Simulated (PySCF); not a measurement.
**How many f electrons in TbP?**

Unrestricted PBE0; basis Tb x2c-TZVPall, P x2c-TZVPall; spin-free X2C with a Gaussian nucleus; PySCF 2.14. The search starts from ions with several 4f fillings and holds each by maximum overlap.

The lowest solution has 2Ms+1 = 7, about 8.1 4f electrons, near 2.31 Å.

The lowest solution of each spin and filling, followed along the bond (rough minima from three points):

```csv
2Ms+1,4f population,⟨S²⟩ at the start,R at minimum (Å),Te (eV)
7,8.08,12.24,2.31,0.00
9,8.06,20.02,2.43,0.15
5,8.07,8.01,2.44,0.44
```

Solutions at the starting distance of 2.374 Å, counted from the lowest; the search is not exhaustive:

```json
{"2Ms+1": "7", "4f population": "8.08", "E (eV)": "0.00", "⟨S²⟩": "12.24", "⟨Lz²⟩": "4.0", "μ (D)": "-6.93"}
{"2Ms+1": "7", "4f population": "8.09", "E (eV)": "0.03", "⟨S²⟩": "12.28", "⟨Lz²⟩": "8.2", "μ (D)": "-6.87"}
{"2Ms+1": "9", "4f population": "8.06", "E (eV)": "0.15", "⟨S²⟩": "20.02", "⟨Lz²⟩": "5.1", "μ (D)": "-5.86"}
{"2Ms+1": "7", "4f population": "8.06", "E (eV)": "0.20", "⟨S²⟩": "13.03", "⟨Lz²⟩": "5.1", "μ (D)": "-5.81"}
{"2Ms+1": "9", "4f population": "8.07", "E (eV)": "0.21", "⟨S²⟩": "20.02", "⟨Lz²⟩": "8.7", "μ (D)": "-5.73"}
{"2Ms+1": "7", "4f population": "8.05", "E (eV)": "0.27", "⟨S²⟩": "12.25", "⟨Lz²⟩": "1.0", "μ (D)": "-6.78"}
{"2Ms+1": "9", "4f population": "8.06", "E (eV)": "0.34", "⟨S²⟩": "20.05", "⟨Lz²⟩": "4.0", "μ (D)": "-5.63"}
{"2Ms+1": "5", "4f population": "8.07", "E (eV)": "0.44", "⟨S²⟩": "8.01", "⟨Lz²⟩": "6.2", "μ (D)": "-5.44"}
{"2Ms+1": "7", "4f population": "8.11", "E (eV)": "0.46", "⟨S²⟩": "12.97", "⟨Lz²⟩": "5.0", "μ (D)": "-5.47"}
{"2Ms+1": "5", "4f population": "8.08", "E (eV)": "0.47", "⟨S²⟩": "7.99", "⟨Lz²⟩": "6.8", "μ (D)": "-5.48"}
{"2Ms+1": "5", "4f population": "8.08", "E (eV)": "0.72", "⟨S²⟩": "8.00", "⟨Lz²⟩": "5.4", "μ (D)": "-5.16"}
{"2Ms+1": "9", "4f population": "8.13", "E (eV)": "1.41", "⟨S²⟩": "20.03", "⟨Lz²⟩": "4.0", "μ (D)": "-1.62"}
{"2Ms+1": "5", "4f population": "8.08", "E (eV)": "1.48", "⟨S²⟩": "8.09", "⟨Lz²⟩": "5.6", "μ (D)": "-1.84"}
```

Partly filled real f orbitals mix terms, so no term symbols are given. A positive dipole means Tb(−)P(+).

Spin–orbit coupling is left out. The state is the lowest single determinant that the PBE0 search found; with open d or f shells the true ground state can be another one.
